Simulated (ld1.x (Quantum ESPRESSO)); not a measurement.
## lead: from the effect back to the setting (TM)

Base potential:

| Quantity | Value |
| --- | --- |
| Element | lead (Pb) |
| Generator | ld1.x (Quantum ESPRESSO) 7.5 |
| Type | norm-conserving Troullier–Martins (Kleinman–Bylander form) |
| Functional | PBE |
| Relativity | scalar-relativistic |
| Frozen core | [Kr] 4d10 4f14 5s2 |
| Valence charge | 20 |
| Reference configuration | 5p6 5d10 6s2 6p0 (charge +2) |
| Partial waves | 6s (bound): rc 1.55 bohr; 5d (bound): rc 1.90 bohr; 5p (bound): rc 1.35 bohr |
| Local potential | the p channel |
| Core correction | Bessel-smoothed model core inside 0.65 bohr |

Cutoffs, loose and tight: the cutoffs (Ry, on a coarse ladder) from which the occupation-weighted sum of valence levels, in a spherical-Bessel basis at the reference potential, stays within 10 and 1 mRy of its value at 400 Ry. They do not see the model core or the augmentation charge, which bear on the density cutoff. Test errors are all-electron minus pseudo excitation energies from the reference, over the configurations 5p6 5d10 6s2 6p2; 5p6 5d10 6s2 6p1; 5p6 5d10 6s1 6p0; 5p6 5d9 6s2 6p2; 5p6 5d10 6s0 6p4; 5p6 5d10 6s0 6p0; 5p6 5d10 6s2 6p1.5; variants that change the core or the reference have their own tests.

Only the scale of all radii but the core radius (base = 1) is moved (1 further runs of the sweep failed or gave no value and are left out):

| scale of all radii but the core radius (base = 1) | cutoff, loose | cutoff, tight | bound ghosts | largest test error (meV) | median size of the test errors |
| --- | --- | --- | --- | --- | --- |
| 0.89 | 140 Ry | 230 Ry | s | +535 | 188.8 meV |
| 0.99 | 100 Ry | 140 Ry | s | +1140 | 401.4 meV |
| 1.08 | 70 Ry | 120 Ry | s | +1729 | 623.6 meV |
| 1.18 | 60 Ry | 80 Ry | s | +2740 | 997.0 meV |
| 1.38 | 45 Ry | 80 Ry | s | +4062 | 1486.1 meV |

Q: One more run gave cutoff, loose: 45 Ry; cutoff, tight: 80 Ry; bound ghosts: s; largest test error (meV): +3508; median size of the test errors: 1282.0 meV. Which value of the scale of all radii but the core radius (base = 1) was used?

A: 1.28. The median size of the test errors moves one way along this sweep, from 188.8 meV at 0.89 to 1486.1 meV at 1.38, which places the run between 1.18 and 1.38.
